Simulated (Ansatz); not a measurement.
Born–Oppenheimer molecular dynamics of F2H4W (7 atoms, charge 0, multiplicity 1). It goes on from the last frame of an earlier run, with new velocities.

Computed with RHF/def2-SVP (Ansatz 0.2.0).

| Property | Result |
| --- | --- |
| ensemble | NVE (velocity Verlet) |
| time step | 1 fs |
| steps asked | 166 |
| starting velocities drawn for | 2000 K |
| masses | H 2.014 u |
| seed | 203532 |

First frame:

```xyz
7
Properties=species:S:1:pos:R:3
W 0.012 0.233 -0.102
H 4.702 0.146 7.125
H 3.988 0.606 6.989
F 0.085 1.944 0.522
H 0.097 -0.723 1.208
H 1.363 -0.521 -0.694
F -0.970 -0.846 -1.168
```

Question: How far do the bonds stretch over the last three quarters of this one trajectory? (Pairs bonded in most of those frames.)

Answer: 
```
 bond  mean (Å)  spread (Å)  shortest  longest
W1–F4     1.846       0.028      1.79     1.90
W1–H5     1.717       0.135      1.50     1.93
W1–H6     1.704       0.128      1.52     1.91
W1–F7     1.842       0.022      1.80     1.88
H2–H3     0.794       0.055      0.71     0.87
```

Mean temperature of the second half: 1757 K. The conserved energy stayed within 2.1 meV per atom of its start (net change 0.087 meV per atom), so the integration is sound. A run of 0.17 ps of so small a system gives no equilibrium averages.

Run time: 120 s on 2 threads of Arm Neoverse V1, with other jobs on the host, peak memory 0.14 GiB.
